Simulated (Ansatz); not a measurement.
Cost and result for the atomization energy of B$_{2}$F$_{3}$H (`FBB(F)F`) (6 atoms, 5 bonds).

Total charge 0; spin multiplicity 1. All single points use the PBE0-D4/def2-TZVP geometry. It is one conformer, not always the lowest. Program: Ansatz. All runs use 2 threads of an Arm Neoverse V1 on a shared host. Times are those of one run each, without the atoms' runs, and a repeat can differ threefold. Electronic energies, without spin–orbit coupling; frozen cores. CCSD(T)/CBS adds CCSD(T) − MP2 in def2-TZVPP to the MP2 limit, and its time is that of the two runs behind it. T1 = 0.014. B3LYP takes the VWN-RPA correlation (the form of Gaussian; ORCA's B3LYP/G). HSE06 is the plane-wave form, built on full-range PBE exchange.

CCSD(T)/CBS is a level of theory with its own doubt, some kJ/mol a heavy atom from the limit and from the frozen cores, so smaller differences don't rank the functionals.

```
                             level  functions  wall time
            LDA (SPW92)/def2-TZVPP        169      0.9 s
                BLYP-D4/def2-TZVPP        169      1.6 s
   PBE-D4/def2-TZVPP (with forces)        169      1.9 s
               BHLYP-D4/def2-TZVPP        169      1.9 s
               HSE06-D4/def2-TZVPP        169      2.1 s
           CAM-B3LYP-D4/def2-TZVPP        169      2.2 s
                  CCSD(T)/def2-SVP         75      2.4 s
 B3LYP-D4/def2-TZVPP (with forces)        169      2.5 s
             r2SCANh-D4/def2-TZVPP        169      3.2 s
r2SCAN-D4/def2-TZVPP (with forces)        169      3.7 s
                    MP2/def2-QZVPP        315       11 s
                CCSD(T)/def2-TZVPP        169       50 s
                 CCSD(T)/CBS(def2)          –       60 s
```

**Question.** What atomization energy does each give, and how far from CCSD(T)/CBS? (Estimate.)

**Answer.** The calculation gave: 
```tsv
level	atomization (kcal/mol)	difference from CCSD(T)/CBS	per bond
LDA (SPW92)/def2-TZVPP	733.9	104.3	20.9
BLYP-D4/def2-TZVPP	636.6	7.0	1.4
PBE-D4/def2-TZVPP (with forces)	651.5	21.9	4.4
BHLYP-D4/def2-TZVPP	609.2	-20.4	-4.1
HSE06-D4/def2-TZVPP	634.0	4.4	0.9
CAM-B3LYP-D4/def2-TZVPP	640.1	10.5	2.1
CCSD(T)/def2-SVP	607.4	-22.2	-4.4
B3LYP-D4/def2-TZVPP (with forces)	632.2	2.6	0.5
r2SCANh-D4/def2-TZVPP	632.0	2.4	0.5
r2SCAN-D4/def2-TZVPP (with forces)	638.6	9.0	1.8
MP2/def2-QZVPP	654.0	24.4	4.9
CCSD(T)/def2-TZVPP	615.7	-13.9	-2.8
CCSD(T)/CBS(def2)	629.6	0.0	0.0
```

In def2-TZVPP, CCSD(T) changes the Hartree–Fock value by +123.9 kcal/mol (the triples alone add +9.7 kcal/mol) and MP2 by +154.0 kcal/mol; breaking electron pairs costs correlation energy, which Hartree–Fock lacks. At CCSD(T), def2-SVP lies −22.2 kcal/mol from the extrapolated value and def2-TZVPP −13.9 kcal/mol: correlation converges slowly with the basis, and small sets miss more of it in the bonded molecule than in its fragments. From BLYP to BHLYP (50 % exact exchange), in def2-TZVPP and without D4, the atomization energy moves by −25.4 kcal/mol: exact exchange takes away binding that semilocal exchange gives to molecules.
